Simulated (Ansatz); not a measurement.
C2H10BN3, SMILES `CN(C)B(N)N`. Total charge 0; spin multiplicity 1.

Z-matrix (Å, degrees):
```
C
N 1 1.436
H 1 1.090 2 110.8
H 1 1.100 2 112.4 3 -121.5
H 1 1.099 2 110.9 3 118.7
C 2 1.436 1 113.3 3 -169.2
B 2 1.430 1 123.3 3 11.0
H 6 1.090 2 110.8 1 -169.4
H 6 1.100 2 112.4 1 69.1
H 6 1.099 2 110.9 1 -50.6
N 7 1.430 2 120.4 1 -167.2
N 7 1.430 2 120.4 1 12.7
H 11 1.003 7 122.7 2 23.1
H 11 1.003 7 121.6 2 -177.1
H 12 1.003 7 121.6 2 -177.0
H 12 1.003 7 122.7 2 23.1
```

Question: List the harmonic frequencies (cm⁻¹, unscaled) at PBE0-D4/def2-TZVP in Ansatz. (Best estimate.)

Answer: Computed: 102, 103, 190, 225, 255, 261, 314, 355, 379, 423, 455, 483, 625, 713, 879, 910, 1042, 1092, 1125, 1168, 1245, 1266, 1381, 1442, 1449, 1474, 1489, 1490, 1500, 1553, 1632, 1636, 2978, 2986, 3017, 3026, 3134, 3134, 3652, 3652, 3747, 3747.

Question: Is this a minimum?

Answer: Yes, all 42 modes are real.

Question: Give the ideal-gas thermochemistry at 298.15 K and 1 bar (rigid rotor, harmonic oscillator; point group C2, symmetry number 2).

Answer: Zero-point energy 369.2 kJ/mol; H(298) − E = 394.7 kJ/mol; entropy 361.7 J/(mol·K), of which translation 164.5, rotation 106.6, vibration 90.5; G(298) − E = 286.9 kJ/mol.
